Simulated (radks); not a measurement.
Values are calculated unless marked as measured or tabulated.
Minus the highest occupied eigenvalue as an estimate of the ionisation energy, Sn to Sn19+. The LB94 potential has the -1/r tail that LDA and GGA lack but no energy functional. Code: a radial shooting solver on a logarithmic mesh with Libxc functionals. Model: Dirac Kohn-Sham, LB94 model potential, spin-unpolarised, spherical densities, finite nucleus; open shells fill j = l - 1/2 first; Fermi nuclear charge, rms radius 4.6519 fm.

| species | configuration | HOMO | -e(HOMO) (eV) | <r> (bohr) | IE, NIST (eV) | kind |
|---|---|---|---|---|---|---|
| Sn | [Kr] 4d10 5s2 5p2 | 5p1/2 | 7.755 | 2.96 | 7.344 | exp. |
| Sn+ | [Kr] 4d10 5s2 5p1 | 5p1/2 | 15.589 | 2.69 | 14.633 | exp. |
| Sn2+ | [Kr] 4d10 5s2 | 5s1/2 | 32.926 | 2.14 | 30.506 | exp. |
| Sn3+ | [Kr] 4d10 5s1 | 5s1/2 | 43.978 | 2.05 | 40.74 | exp. |
| Sn4+ | [Kr] 4d10 | 4d5/2 | 76.957 | 1.08 | 77.03 | exp. |
| Sn5+ | [Kr] 4d9 | 4d5/2 | 96.201 | 1.05 | 94 | theory |
| Sn6+ | [Kr] 4d8 | 4d5/2 | 116.45 | 1.02 | 113 | theory |
| Sn7+ | [Kr] 4d7 | 4d5/2 | 137.64 | 0.990 | 135 | theory |
| Sn8+ | [Kr] 4d6 | 4d5/2 | 159.71 | 0.966 | 156 | theory |
| Sn9+ | [Kr] 4d5 | 4d5/2 | 182.63 | 0.943 | 184 | theory |
| Sn10+ | [Kr] 4d4 | 4d3/2 | 207.89 | 0.914 | 208 | theory |
| Sn11+ | [Kr] 4d3 | 4d3/2 | 232.57 | 0.895 | 232 | theory |
| Sn12+ | [Kr] 4d2 | 4d3/2 | 258.02 | 0.877 | 258 | theory |
| Sn13+ | [Kr] 4d1 | 4d3/2 | 284.24 | 0.859 | 282 | theory |
| Sn14+ | [Kr] | 4p3/2 | 380.30 | 0.799 | 379 | theory |
| Sn15+ | [Ar] 3d10 4s2 4p5 | 4p3/2 | 409.15 | 0.788 | 407 | theory |
| Sn16+ | [Ar] 3d10 4s2 4p4 | 4p3/2 | 438.56 | 0.778 | 437 | theory |
| Sn17+ | [Ar] 3d10 4s2 4p3 | 4p3/2 | 468.53 | 0.767 | 466 | theory |
| Sn18+ | [Ar] 3d10 4s2 4p2 | 4p1/2 | 510.52 | 0.740 | 506 | theory |
| Sn19+ | [Ar] 3d10 4s2 4p1 | 4p1/2 | 542.29 | 0.730 | 537 | theory |

Reference values: NIST Atomic Spectra Database (exp. = measured, semi-emp. = semi-empirical, theory = theoretical value adopted there). Spin polarisation and multiplet splitting are left out.

Beside tabulated values, note that spin-unpolarised runs miss the spin-polarisation part of the exchange energy of open shells.
